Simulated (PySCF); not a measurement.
Cl2H4OSi2. Atoms are numbered in the order given.

```xyz
9

Si    -2.2551    -0.6137     0.3533
O     -0.8353    -0.0146     1.0176
Si     0.6343     0.4215     0.4582
Cl     0.3866     1.4826    -1.2819
Cl     1.7317    -1.2514     0.0194
H     -1.9287    -1.4525    -0.8328
H     -3.1248     0.5221    -0.0524
H     -2.9293    -1.4304     1.3939
H      1.3466     1.2384     1.4518
```
Charge 0, spin multiplicity 1.

Geometry: ωB97X-D3(BJ)/def2-SVP. The values are those of a single conformer.

Calculation: PySCF with TDDFT-PBE/def2-SVPD.

Vertical excitations. The molecule is in vacuum.

Computed excitation energies, oscillator strengths and character:
```
state  energy (eV)  λ (nm)      f                              main pairs
-----  -----------  ------  -----  --------------------------------------
S1            6.75     184  0.001                          HOMO→LUMO 97 %
S2            7.02     177  0.004                        HOMO−1→LUMO 79 %
S3            7.05     176  0.003                        HOMO→LUMO+1 82 %
S4            7.10     175  0.011                        HOMO−2→LUMO 81 %
S5            7.22     172  0.021                        HOMO−3→LUMO 93 %
S6            7.32     169  0.002                        HOMO−4→LUMO 87 %
S7            7.34     169  0.002  HOMO−1→LUMO+1 66 %, HOMO−2→LUMO+1 17 %
S8            7.53     165  0.033                        HOMO→LUMO+2 72 %
S9            7.56     164  0.033  HOMO−2→LUMO+1 60 %, HOMO−1→LUMO+1 14 %
S10           7.60     163  0.023                      HOMO−3→LUMO+1 79 %
T1            6.51     190      0                          HOMO→LUMO 95 %
T2            6.75     184      0                        HOMO−1→LUMO 83 %
T3            6.85     181      0                        HOMO→LUMO+1 88 %
T4            6.92     179      0      HOMO−2→LUMO 75 %, HOMO−1→LUMO 12 %
```
Triplets are in the Tamm–Dancoff approximation, which puts them higher than full response would, so one can lie above its singlet here.
